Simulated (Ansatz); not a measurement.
Basis sets compared for Ag₅H₄⁺ (the lowest singlet isomer of a short search). Total charge 1; singlet. Geometry PBE-D4/def2-SVP. Ansatz on 4 threads of Arm Neoverse V1 on a shared host; times are rough, and most runs start from earlier orbitals.

```xyz
9

Ag    1.798   -0.029   -1.337
Ag   -1.322   -0.546    0.958
Ag   -1.841    2.178    1.829
Ag    0.713   -2.120    0.055
Ag   -0.196    1.630   -0.499
H    -0.727   -2.209    1.119
H    -1.782    1.177    0.387
H     1.281    1.681   -1.477
H     2.076   -1.763   -1.035
```

In the def2 sets Ag takes a core potential; there is no spin–orbit coupling. The structure comes from a short search, and lower isomers may exist.

```json
{"level": "PBE-D4/def2-SVP", "functions": "175", "energy (Eh)": "-737.0933", "HOMO (eV)": "-10.16", "LUMO (eV)": "-8.30", "wall time": "3.6 s"}
{"level": "PBE0-D4/def2-SVP", "functions": "175", "energy (Eh)": "-737.0055", "HOMO (eV)": "-11.05", "LUMO (eV)": "-7.45", "wall time": "5.5 s"}
```

(1) Estimate the rows for PBE-D4/def2-TZVP (with forces), PBE0-D4/def2-TZVP.

Results:

(1) 
| level | functions | energy (Eh) | HOMO (eV) | LUMO (eV) | wall time |
| --- | --- | --- | --- | --- | --- |
| PBE-D4/def2-TZVP (with forces) | 224 | -737.2873 | -10.17 | -8.31 | 6.5 s |
| PBE0-D4/def2-TZVP | 224 | -737.1909 | -11.07 | -7.45 | 9.5 s |
